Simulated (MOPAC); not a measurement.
Job for MOPAC: PM7 on MoN, 2S+1 = 4, a spin state set in the input, which need not be the lowest, a point of a bond scan (R = 1.538 Å).

```
PM7 1SCF PRECISE CHARGE=0 UHF MS=1.5 THREADS=1
MoN

Mo     0.00000000 1     0.00000000 1     0.00000000 1
N      0.00000000 1     0.00000000 1     1.53791800 1
```

The log:

```
*******************************************************************************
 **                                                                           **
 **                              MOPAC v23.2.5                                **
 **                                                                           **
 *******************************************************************************
 ** MOPAC's Digital Object Identifier: https://doi.org/10.5281/zenodo.6511958 **
 **                                                                           **
 ** Please cite the open-source release paper for use of this MOPAC version:  **
 ** J. E. Moussa and J. J. P. Stewart (2026)                                  **
 ** MOPAC: An open-source semiempirical molecular orbital program             **
 ** J. Open Source Softw., 11(119), 8025, https://doi.org/10.21105/joss.08025 **
 *******************************************************************************

                              PM7 CALCULATION RESULTS

 *******************************************************************************
 *  PM7        - The PM7 Hamiltonian to be used
 *  UHF        - UNRESTRICTED HARTREE-FOCK CALCULATION
 *
 *
 *
 *                 CHARGE ON SYSTEM = 0
 *
 *
 *
 *  MS=        - IN MECI, MAGNETIC COMPONENT OF SPIN =  1.5
 *  PRECISE    - TIGHTER CRITERIA TO BE USED
 *  1SCF       - DO 1 SCF AND THEN STOP
 *  THREADS=1  - MULTI-THREADING NOT USED
 *  T=         - A TIME OF 172800.0 SECONDS REQUESTED
 *  DUMP=N     - RESTART FILE WRITTEN EVERY 7200.0 SECONDS REQUESTED
 *******************************************************************************
PM7 1SCF PRECISE CHARGE=0 UHF MS=1.5 THREADS=1
 MoN

   ATOM   CHEMICAL          X               Y               Z
  NUMBER   SYMBOL      (ANGSTROMS)     (ANGSTROMS)     (ANGSTROMS)

     1      Mo          0.00000000  *   0.00000000  *   0.00000000  *
     2       N          0.00000000  *   0.00000000  *   1.53791800  *



          CARTESIAN COORDINATES

    NO.       ATOM           X           Y           Z

     1        Mo          0.0000      0.0000      0.0000
     2         N          0.0000      0.0000      1.5379

 General Reference for PM7:
 "Optimization of Parameters for Semiempirical Methods VI: More Modifications to the
 NDDO Approximations and Re-optimization of Parameters", J. J. P. Stewart, J. Mol. Mod., 1:32, 19 (2013)
 https://link.springer.com/article/10.1007/s00894-012-1667-x

           Empirical Formula: N Mo  =     2 atoms



      MOLECULAR POINT GROUP   :   C*v


          UHF CALCULATION, NO. OF ALPHA ELECTRONS =    7
                           NO. OF BETA  ELECTRONS =    4

 -------------------------------------------------------------------------------
 PM7 1SCF PRECISE CHARGE=0 UHF MS=1.5 THREADS=1
 MoN



     1SCF WAS SPECIFIED, SO BFGS WAS NOT USED
     SCF FIELD WAS ACHIEVED


                              PM7 CALCULATION
                                                       MOPAC v23.2.5 Linux




          FINAL HEAT OF FORMATION =        167.33841 KCAL/MOL =     700.14390 KJ/MOL


          COSMO AREA              =         88.16 SQUARE ANGSTROMS
          COSMO VOLUME            =         76.48 CUBIC ANGSTROMS

          IONIZATION POTENTIAL    =          7.951567 EV
          ALPHA SOMO LUMO (EV)    =         -7.952  3.472
          BETA  SOMO LUMO (EV)    =         -9.410  1.538
          NO. OF ALPHA ELECTRONS  =          7
          NO. OF BETA  ELECTRONS  =          4
          MOLECULAR WEIGHT        =        109.9467         POINT GROUP:  C*v

          MOLECULAR DIMENSIONS (Angstroms)

            Atom       Atom       Distance
            N     2   Mo     1     1.53792
            N     2   Mo     1     0.00000
           Mo     1    N     2     0.00000


          SCF CALCULATIONS        =          1





   ATOM   CHEMICAL          X               Y               Z
  NUMBER   SYMBOL      (ANGSTROMS)     (ANGSTROMS)     (ANGSTROMS)

     1      Mo          0.00000000  *   0.00000000  *   0.00000000  *
     2       N          0.00000000  *   0.00000000  *   1.53791800  *

                             CARTESIAN COORDINATES

   1   Mo        0.000000000     0.000000000     0.000000000
   2    N        0.000000000     0.000000000     1.537918000


           Empirical Formula: N Mo  =     2 atoms



      MOLECULAR POINT GROUP   :   C*v


          ALPHA EIGENVALUES
 -29.67461 -13.83503 -13.83503 -11.10108 -11.10108  -9.89737  -7.95157   3.47177
   3.47177   5.03658  84.99057  84.99057  87.00088


           BETA EIGENVALUES
 -30.03190 -13.31840 -13.31840  -9.40966   1.53846   1.53846   2.82581   4.00891
   4.00891   4.96097  87.94145  89.45244  89.45244


              NET ATOMIC CHARGES AND DIPOLE CONTRIBUTIONS

  ATOM NO.   TYPE          CHARGE      No. of ELECS.   s-Pop       p-Pop       d-Pop
    1         Mo           0.587545        5.4125     0.69805     0.00337     4.71103
    2          N          -0.587545        5.5875     1.78515     3.80239
 DIPOLE           X         Y         Z       TOTAL
 POINT-CHG.     0.000     0.000    -4.340     4.340
 HYBRID         0.000     0.000    -1.213     1.213
 SUM            0.000     0.000    -5.553     5.553


          ATOMIC ORBITAL ELECTRON POPULATIONS

     Atom    s        px        py        pz      x^2-y^2     xz        z^2       yz        xy
    1 Mo   0.69805   0.00010   0.00010   0.00317   1.00000   0.96529   0.78044   0.96529   1.00000
    2  N   1.78515   1.03461   1.03461   1.73318


                    (SZ)    =    1.500000
                    (S**2)  =    3.776824


          ATOMIC ORBITAL SPIN POPULATIONS

    Atom   Total    s     px     py     pz   x^2-y^2  xz     z^2    yz     xy
         Atomic
    1 Mo  3.1991  0.657 -0.000 -0.000  0.000  1.000  0.116  0.310  0.116  1.000
    2  N -0.1991  0.005 -0.116 -0.116  0.027

 **********************
 *                    *
 * JOB ENDED NORMALLY *
 *                    *
 **********************




 == MOPAC DONE ==
```

The run finished.

Cost: very roughly 0.020 core-seconds.
